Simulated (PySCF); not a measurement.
**Exercise with solution: oscillator strength and radiative lifetime**

CH6ClFOSi2, SMILES [C@@H](O)([SiH3])[Si@@H](F)Cl.

The structure is a stationary point at B3LYP-D3(BJ)/def2-SVP. The structure was generated by enumeration; whether it is a known compound was not checked. Other conformers were not sampled.

TDA-M06-2X/def2-SVPD (PySCF 2.14.0) puts the first singlet state with f over 0.02 at 7.21 eV (vertical), with the transition dipole (0.337, 0.035, 0.226) in atomic units.

### Question
Find the oscillator strength, the wavelength and the radiative lifetime that this transition would have in vacuum if emission retraced absorption.

### Answer

|μ|² = 0.1659 au, so |μ| = 1.04 D. ΔE = 7.21/27.211 = 0.2650 hartree. f = (2/3) ΔE |μ|² = 0.029 (the program prints 0.029).
λ = 1239.84/7.21 = 172 nm; ν = 58153 cm⁻¹.
Einstein's coefficient A = 0.6670 ν² f s⁻¹ (ν in cm⁻¹) = 6.6e7 s⁻¹, so τ = 1/A = 15 ns. This state is S3; the lower singlets have f = 0.001, 0.020. The figure is the radiative limit of this one transition; relaxation, internal conversion, crossing to triplets and a medium change what is measured.
